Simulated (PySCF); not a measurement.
PbCl, SMILES [Cl][Pb+] (connectivity only; charge and spin as stated), charge +1, multiplicity 1. Heavy atoms are numbered as in [Pb+:1][Cl:2].

Geometry: B3LYP-D3(BJ)/def2-TZVP. The multiplicity is an assumed one; other spin states were not compared. The def2 effective core potentials stand for the cores of Pb; spin–orbit coupling is left out.

Method: PBE0/def2-TZVPD (PySCF).

Mulliken values depend strongly on the basis, most of all with diffuse functions as here. ESP charges are fitted to the potential on shells at 1.4 to 2.0 van der Waals radii. Atomic charges (e), one atom of each kind:

```
atom  ESP fit  Mulliken
----  -------  --------
Pb1      1.11      1.26
Cl2     -0.11     -0.26
```
